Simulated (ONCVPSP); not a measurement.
## Varying the ONCV potential for Mn

Base potential:

* Element: Mn (Z = 25)
* Generator: ONCVPSP 4.0.1
* Type: optimised norm-conserving Vanderbilt (ONCV)
* Functional: PBE
* Relativity: scalar-relativistic
* Frozen core: [Ne]
* Valence charge: 15
* Reference configuration: 3s2 3p6 3d5 4s2
* Partial waves: 3s+4s: rc 1.10 bohr, ncon 4, nbas 9, qcut 12.7 1/bohr, 3 projectors, debl 3.1 Ha; 3p: rc 0.90 bohr, ncon 4, nbas 9, qcut 8.8 1/bohr, 2 projectors, debl 3.1 Ha; 3d: rc 1.30 bohr, ncon 4, nbas 8, qcut 14.4 1/bohr, 2 projectors, debl 2.3 Ha
* Local potential: polynomial inside 0.60 bohr (lpopt 1, dvloc0 0 Ha)
* Core correction: polynomial model core, fcfact 0.3

Cutoffs, loose and tight: the cutoffs (Ha) at which the residual kinetic energy of the hardest occupied pseudo-wave falls to 1 and 0.1 mHa per electron. They do not see the model core or the augmentation charge, which bear on the density cutoff. Test errors are all-electron minus pseudo excitation energies from the reference, over the configurations 3s2 3p6 3d5 4s1; 3s2 3p6 3d5 4s0; 3s2 3p6 3d4 4s0; 3s2 3p6 3d5 4s1.5. A dash means not determined; rows that change the core or the reference have their own tests.

| change | outcome | cutoff, loose | cutoff, tight | bound ghosts | GHOST(+) flags above zero | largest test error (meV) |
| --- | --- | --- | --- | --- | --- | --- |
| base | generated | 66 Ha | 270 Ha | none | s | +2.5 |
| s: rc 1.14 | generated | 66 Ha | 270 Ha | none | s | +2.4 |
| local potential polynomial inside 0.85 bohr (lpopt 5, dvloc0 0 Ha) | generated | 66 Ha | 270 Ha | none | s | +2.5 |
| core correction Teter function, fcfact 4.75, rcfact 1.25 | generated | 66 Ha | 270 Ha | none | s | +2.5 |
| core correction polynomial model core, fcfact 0.1 | generated | 66 Ha | 270 Ha | none | s | +2.5 |

(1) What comes out with this change to the base: d: qcut 9.9?

(2) What comes out with this change to the base: fully relativistic?

Results:

(1) outcome: generated; cutoff, loose: 51 Ha; cutoff, tight: 270 Ha; bound ghosts: none; GHOST(+) flags above zero: s; largest test error (meV): +9.7.

(2) outcome: generated; cutoff, loose: 66 Ha; cutoff, tight: 272 Ha; bound ghosts: none; GHOST(+) flags above zero: s; largest test error (meV): +6.0.
